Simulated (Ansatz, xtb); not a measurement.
# Two isomers of C5H4N2OS

Structure X is `COc1sncc1C#N`, a singlet and structure Y is `Cc1c(C#N)nsc1O`, a singlet. Both are isolated molecules in the gas phase, relaxed with B3LYP-D3(BJ)/def2-SVP; the shapes shown needn't be the lowest conformers.

X (Å):

```xyz
13

C    -1.3634    1.9086    0.6023
C     0.0249    0.0323    0.9229
C     1.0442   -1.9236    1.6177
C     1.0993   -0.8248    0.6976
C     2.0904   -0.6216   -0.3010
N     0.0526   -1.9466    2.4731
N     2.9070   -0.4683   -1.1128
O    -0.2188    1.1419    0.2464
S    -0.9339   -0.6035    2.2377
H    -1.2906    2.2516    1.6484
H    -2.2841    1.3151    0.4706
H    -1.3827    2.7742   -0.0698
H     1.7824   -2.7307    1.6364
```

Y (Å):

```json
{"atom": "C", "x (Å)": "-1.3820", "y (Å)": "0.3920", "z (Å)": "1.1015"}
{"atom": "C", "x (Å)": "0.0281", "y (Å)": "-0.0405", "z (Å)": "0.8389"}
{"atom": "C", "x (Å)": "1.1908", "y (Å)": "0.7994", "z (Å)": "0.8819"}
{"atom": "C", "x (Å)": "1.1106", "y (Å)": "2.2003", "z (Å)": "1.1953"}
{"atom": "C", "x (Å)": "0.4292", "y (Å)": "-1.3194", "z (Å)": "0.5136"}
{"atom": "N", "x (Å)": "0.9915", "y (Å)": "3.3249", "z (Å)": "1.4534"}
{"atom": "N", "x (Å)": "2.3730", "y (Å)": "0.2610", "z (Å)": "0.6237"}
{"atom": "O", "x (Å)": "-0.3972", "y (Å)": "-2.3699", "z (Å)": "0.3848"}
{"atom": "S", "x (Å)": "2.1640", "y (Å)": "-1.3601", "z (Å)": "0.2973"}
{"atom": "H", "x (Å)": "-2.0708", "y (Å)": "-0.4571", "z (Å)": "0.9988"}
{"atom": "H", "x (Å)": "-1.4893", "y (Å)": "0.8047", "z (Å)": "2.1173"}
{"atom": "H", "x (Å)": "-1.6946", "y (Å)": "1.1792", "z (Å)": "0.3970"}
{"atom": "H", "x (Å)": "0.0841", "y (Å)": "-3.1751", "z (Å)": "0.1522"}
```

Task: Which of the two would you expect CCSD(T)/def2-SVP + ΔMP2/def2-TZVPP electronic energies to favour?

Result: Structure Y; the calculation gives E(Y) − E(X) = −40.8 kJ/mol.

The same difference at several levels:

```csv
level,geometry,E(Y) − E(X) (kJ/mol),departure from the last row (kJ/mol),"job, with rough time for the two"
GFN2-xTB,GFN2-xTB,−12.2,+28.6,"optimisation, 0.14 s"
HF/STO-3G,GFN2-xTB,+6.5,+47.3,"single point, 0.44 s"
r2SCAN-D4/def2-SVP,GFN2-xTB,−35.5,+5.4,"single point, 4 s"
B3LYP-D3(BJ)/def2-SVP,B3LYP-D3(BJ)/def2-SVP,−30.5,+10.3,"optimisation, 41 s"
HF/def2-SVP,B3LYP-D3(BJ)/def2-SVP,−21.7,+19.1,part of the CCSD(T) run
MP2/def2-SVP,B3LYP-D3(BJ)/def2-SVP,−51.0,−10.1,part of the CCSD(T) run
CCSD(T)/def2-SVP,B3LYP-D3(BJ)/def2-SVP,−38.4,+2.4,single point
CCSD(T)/def2-SVP + ΔMP2/def2-TZVPP,B3LYP-D3(BJ)/def2-SVP,−40.8,,"single point, 1.7 min"
```

As drawn, Y has 1 C–C, 1 O–H in place of 1 C–O, 1 C–H.

HF/STO-3G puts the two in the other order. The largest departure from CCSD(T)/def2-SVP + ΔMP2/def2-TZVPP is that of HF/STO-3G, 47.3 kJ/mol. The last row adds to CCSD(T) the change of the MP2 difference between the two basis sets, here −2.4 kJ/mol.

With thermal terms from frequencies at re-optimised GFN2-xTB minima (ideal gas, soft modes damped towards free rotors, one conformer each, 298.15 K, 1 atm): on the last row, ΔE + ΔZPE = −42.1, ΔH = −40.9, ΔG = −43.1 kJ/mol.

The correlated steps freeze 13 core orbitals. Programs: Ansatz 0.2.0, xtb 6.7.1; the last row on 4 threads of Arm Neoverse V2 on a shared host.
